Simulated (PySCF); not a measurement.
**How methods differ on the excitation energy of Si²⁺**

Si²⁺ [Ne] 3s2 (1S) → Si²⁺ [Ne] 3p2 (3P), as a difference of total energies. Calculation: PySCF 2.14, in aug-cc-pV(T+d)Z with one added diffuse shell each of s, p, d, f type (7s6p5d3f, 71 functions); no relativity, point nucleus. Correlated levels: valence: [Ne] frozen. The calculations carry no spin-orbit coupling.

| method | excitation energy (eV) |
| --- | --- |
| UHF | 14.955 |
| MP2 (valence) | 15.636 |
| SCS-MP2 (valence) | 15.932 |
| CCSD (valence) | 15.889 |

Problem. How much does correlation contribute at MP2 (valence)?

Solution. 15.636 − (14.955) = 0.681 eV, measured against UHF.

A first-order spin-orbit estimate (lowest level to lowest level, LS coupling) adds -0.026 eV.

With two correlated electrons CCSD is exact in that space.
